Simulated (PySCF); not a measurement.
## Continuum solvent and chemical shifts

Atoms are numbered as in `[CH3:1][N:2]([CH3:3])[SiH2:4][N:5]1[CH2:6][CH2:7][CH2:8][CH2:9]1`; H(Xn) means a hydrogen on atom n.

GIAO PBE0/pcSseg-1 in PySCF 2.14 on one PBE0-D3(BJ)/def2-SVP conformer, non-relativistic, equivalent nuclei averaged. Solvents enter as an IEF-PCM continuum (chloroform with ε = 4.7, water with ε = 78.4) around the gas-phase geometry. Shifts are referred to TMS computed in the same medium.

In chloroform, δ in ppm: C6/C9 50.1, C1/C3 37.7, C7/C8 27.5, Si4 -28.7, H(Si4) 4.66, H(C6)/H(C9) 2.92, H(C1)/H(C3) 2.52, H(C7)/H(C8) 1.54. Dipole moment 0.98 D.

**Question.** How does each δ change in the more polar medium?

**Answer.** 
```
      atoms                              environment  Δδ, water
      C6/C9                      sp3 CH2 bonded to N       +0.2
      C1/C3                methyl carbon bonded to N       +0.2
      C7/C8                        sp3 CH2 in a ring       +0.2
        Si4               silicon bonded to 2 N, 2 H       -0.3
     H(Si4)      hydrogen on a silicon bonded to 2 N      -0.03
H(C6)/H(C9)       hydrogen on an sp3 CH2 bonded to N       0.00
H(C1)/H(C3)  hydrogen on a methyl carbon bonded to N      +0.01
H(C7)/H(C8)         hydrogen on an sp3 CH2 in a ring      +0.01
```

Changes are relative to chloroform. The dipole moment becomes 1.04 D in water.

**Question.** Which nuclei move most (in ppm), and what does the model miss?

**Answer.** Si4 (silicon bonded to 2 N, 2 H, -0.3 ppm) in water. A continuum only polarises the solute; specific hydrogen bonds, the anisotropy of aromatic solvents and changes of geometry or conformer are outside it.
